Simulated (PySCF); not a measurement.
## Electronic structure of Ir (iridium, neutral) at the UHF level

Configuration: [Xe] 4f14 5d7 6s2, high-spin 4F determinant. Computed with PySCF 2.14 in def2-TZVP with the def2 core potential (60 electrons), with scalar relativity through the core potential.

| Property | Result |
| --- | --- |
| Total energy | -103.443214 hartree |
| One-electron energy | -179.6352 hartree |
| Hartree (Coulomb) energy | 85.8455 hartree |
| Exchange energy | -9.6536 hartree |
| ⟨S²⟩ | 3.7675 |
| ⟨L²⟩ | 12.033 |
| Sum of ⟨r⟩ | 27.13 bohr |
| Sum of ⟨r²⟩ | 57.06 bohr² |
| Time after the integrals | 0.16 s of wall time on 1 thread of Neoverse-V1 (shared host) |

| shell | electrons | mean orbital energy (hartree) | spread (hartree) | rms radius, mean of both spins (bohr) |
| --- | --- | --- | --- | --- |
| 5s α | 1 | -4.35086 | 0 | 1.06 |
| 5s β | 1 | -4.19182 | 0 | 1.06 |
| 5p α | 3 | -2.55889 | 0 | 1.23 |
| 5p β | 3 | -2.33715 | 0 | 1.23 |
| 5d α | 5 | -0.51630 | 0.03574 | 1.83 |
| 5d β | 2 | -0.42231 | 0 | 1.83 |
| 6s α | 1 | -0.32631 | 0 | 3.33 |
| 6s β | 1 | -0.26803 | 0 | 3.33 |

Energies and moments cover only the electrons outside the core potential. Spin-orbit coupling, absent here, splits the open shell strongly.
